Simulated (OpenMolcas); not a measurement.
Computed levels of 4s2 4p3 in ions with 33 electrons, in cm-1 above 4S* 3/2.

| Property | Result |
| --- | --- |
| Program | OpenMolcas |
| Method | CASSCF |
| Basis | ANO-R2 |
| Scalar Hamiltonian | X2C, finite nucleus |
| Spin-orbit coupling | state interaction with AMFI integrals over the reference wave functions, term energies averaged over their components |

Active space for each ion: 3 electrons in 3 orbitals (4p).

```tsv
Level	As	Br2+
2D* 3/2	14568	19934
2D* 5/2	14757	20668
2P* 1/2	24405	34148
2P* 3/2	24656	35138
```

**Question.** Estimate 2D* 3/2, 2D* 5/2 for Se+ from its neighbours As and Br2+.

**Answer.** 2D* 3/2 is another term, which grows about linearly with the charge: (14568 + 19934) / 2 = 17251. The calculation gives 17499, so the estimate is off by -1.4 %; the measured value is 13168 (NIST Handbook of Basic Atomic Spectroscopic Data).
2D* 5/2 is another term, which grows about linearly with the charge: (14757 + 20668) / 2 = 17712. The calculation gives 17903, so the estimate is off by -1.1 %; the measured value is 13784 (NIST Handbook of Basic Atomic Spectroscopic Data).

With the s shell closed, the reference lacks s² → p² mixing. Without dynamic correlation excited terms often stand tens of per cent too high (terms of higher spin than the ground term too low), and those without a measured partner can miss by more than the paired ones (holds for As; Se+). Computed and measured levels are paired by configuration, term and J; levels that our copy of the source lacks, or whose pairing is in doubt (as where it misses far off the trend of its configuration), stay unpaired and out of the deviations. Only configurations of the active space appear.

* marks odd parity.
